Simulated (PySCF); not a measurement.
WOCl₃, SMILES [O]=[W]([Cl])([Cl])[Cl] (connectivity only; charge and spin as stated), neutral, multiplicity 2.

Geometry optimised at PBE0-D3(BJ)/def2-SVP. The multiplicity is an assumed one; other spin states were not compared. The def2 effective core potentials stand for the cores of W; spin–orbit coupling is left out.

Two levels are set side by side: PBE/def2-TZVP (PySCF) and ωB97X/def2-TZVP (PySCF). Same geometry, gas phase. Differences are taken from unrounded values.

```csv
quantity,ωB97X
α-spin orbital gap (eV),7.41
β-spin orbital gap (eV),10.35
dipole moment (D),1.33
mean polarisability (bohr³),76.8
```

**Question.** What does PBE give, and how far is it from ωB97X? (Estimate from the structure and the level; the computed values follow.)

**Answer.** 
```csv
quantity,PBE,PBE minus ωB97X
α-spin orbital gap (eV),0.64,-6.77
β-spin orbital gap (eV),3.90,-6.45
dipole moment (D),1.16,-0.16
mean polarisability (bohr³),81.9,5.1
```

PBE's more diffuse valence density responds more strongly to a field. Differences between two approximate levels are no errors against the true value.

Rough cost on one machine, each run with all the roots and properties that it gave: ωB97X against PBE within a factor of 2.
